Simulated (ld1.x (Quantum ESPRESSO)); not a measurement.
# Ranking RRKJ potentials for C

All share these settings but for the change named:

```
Element                 : C
Generator               : ld1.x (Quantum ESPRESSO) 7.5
Type                    : norm-conserving RRKJ (Kleinman–Bylander form)
Functional              : PBEsol
Relativity              : scalar-relativistic
Frozen core             : [He]
Valence charge          : 4
Reference configuration : 2s2 2p2
Partial waves           : 2s (bound): rc 1.25 bohr; 2p (bound): rc 2.90 bohr
Local potential         : all-electron potential smoothed inside 1.00 bohr (lloc = -1)
Core correction         : none
rho0                    : 0.01
```

Test errors are all-electron minus pseudo excitation energies from the reference, over 2s2 2p1; 2s2 2p0; 2s1 2p0; 2s1 2p3; 2s1 2p2; 2s0 2p4; 2s2 2p2.3. None of these files shows a bound ghost.

The base gives 2442.1 meV.

Of 12 variants that were run, those that failed, showed a ghost or another fault, or gave nearly equal values are left out.

A variant can come out equal or close to the base, since the largest error may sit in a test that the change hardly touches while other tests move.

Q: Rank these variants by their largest absolute test error, smallest first.
A. local potential all-electron potential smoothed inside 1.58 bohr (lloc = -1)
B. type TM; local potential the s channel; rho0 0
C. wave 2p (bound): rc 2.90 bohr becomes 2p (bound): rc 2.18 bohr
D. wave 2p (bound): rc 2.90 bohr becomes 2p (bound): rc 3.46 bohr
E. wave 2p (bound): rc 2.90 bohr becomes 2p (bound): rc 2.04 bohr

A: E (734.4 meV), C (941.5 meV), B (1836.4 meV), A (2433.4 meV), D (4256.9 meV).
